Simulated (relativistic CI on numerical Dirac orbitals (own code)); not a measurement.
d4 in a ligand field

Computed with a parametric ligand-field model of a d^n configuration (Racah B and C, spin-orbit zeta, crystal field), exact diagonalisation.

Field parameters in Wybourne normalisation: Oh B⁴₀ = 21Dq, B⁴₄ = √(5/14) B⁴₀; Td as Oh with Dq negative (B⁴₀ = 21Dq, B⁴₄ = √(5/14) B⁴₀). The field is a parameter set, without covalency.

Problem. Ground term and bands for B = 610, C = 3090, ζ = 0 cm⁻¹, Td, 10Dq = -8800 cm⁻¹?

Solution. Ground term 5T2 with 2.00 electrons in the two orbitals of the cubic e set. Spin-allowed: 5E 8800 cm⁻¹ (1136 nm). Lowest spin-forbidden: 1A1 7639 cm⁻¹ (1309 nm), 3T1 8175 cm⁻¹ (1223 nm), 3T2 11025 cm⁻¹ (907 nm).

Problem. A d4 ion in Oh symmetry has the ground term 3T1 and bands at 5E 2952 cm⁻¹, 1T2 11261 cm⁻¹ (888 nm), 1E 12398 cm⁻¹ (807 nm), 3E 23405 cm⁻¹ (427 nm), 3T1 24472 cm⁻¹ (409 nm), 3T2 25431 cm⁻¹ (393 nm), 3A1 26712 cm⁻¹ (374 nm). Which parameters reproduce them?

Solution. B = 840, C = 4050, ζ = 0 cm⁻¹, Oh, 10Dq = 26900 cm⁻¹.

Problem. A d4 ion in Td symmetry has the ground term 1A1 and bands at 5T2 143 cm⁻¹, 3T1 3519 cm⁻¹ (2842 nm), 3T2 6613 cm⁻¹ (1512 nm), 1T1 8551 cm⁻¹ (1169 nm), 1T2 14638 cm⁻¹ (683 nm), 1E 18183 cm⁻¹ (550 nm), 1T2 18684 cm⁻¹ (535 nm). Which parameters reproduce them?

Solution. B = 590, C = 2260, ζ = 0 cm⁻¹, Td, 10Dq = -9750 cm⁻¹.

Problem. Ground term and bands for B = 590, C = 2220, ζ = 0 cm⁻¹, Td, 10Dq = -5400 cm⁻¹?

Solution. Ground term 5T2 with 2.00 electrons in the two orbitals of the cubic e set. Spin-allowed: 5E 5400 cm⁻¹ (1852 nm). Lowest spin-forbidden: 3T1 7239 cm⁻¹ (1381 nm), 1A1 7851 cm⁻¹ (1274 nm), 3T2 9466 cm⁻¹ (1056 nm).

Problem. Ground term and bands for B = 960, C = 3880, ζ = 0 cm⁻¹, Oh, 10Dq = 11650 cm⁻¹?

Solution. Ground term 5E with 1.00 electrons in the two orbitals of the cubic e set. Spin-allowed: 5T2 11650 cm⁻¹ (858 nm). Lowest spin-forbidden: 3T1 11169 cm⁻¹ (895 nm), 3E 20186 cm⁻¹ (495 nm), 3T1 21281 cm⁻¹ (470 nm).
